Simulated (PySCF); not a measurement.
Molecule: sum formula SiH2Cl2 (charge +1, doublet). 
Coordinates optimised at B3LYP-D3(BJ)/def2-TZVP (Ansatz):
```
Si
H 1 1.4753
H 1 1.5713 2 110.59
Cl 1 2.0130 2 114.86 3 109.11
Cl 1 2.0130 2 114.86 3 -109.11
```
Charge +1, spin multiplicity 2.

Dispersion corrections to the total energy (kcal/mol) from the dftd3 and dftd4 libraries through PySCF: D3(BJ) without and D4 with the three-body term, each with the damping fitted for the functional named.

```json
[
 {"functional": "B3LYP", "D3(BJ)": "-5.42", "D4": "[?]"},
 {"functional": "B2PLYP", "D3(BJ)": "-2.75", "D4": "-1.66"},
 {"functional": "HSE06", "D3(BJ)": "-2.12", "D4": "[?]"},
 {"functional": "TPSSh", "D3(BJ)": "-3.44", "D4": "-2.92"},
 {"functional": "B2GP-PLYP", "D3(BJ)": "-2.97", "D4": "-1.02"},
 {"functional": "PBE", "D3(BJ)": "-2.81", "D4": "-2.41"},
 {"functional": "TPSS", "D3(BJ)": "[?]", "D4": "-3.25"}
]
```

### Question
Complete the blanks.

### Answer

- B3LYP, D4: -3.99
- HSE06, D4: -1.92
- TPSS, D3(BJ): -3.70
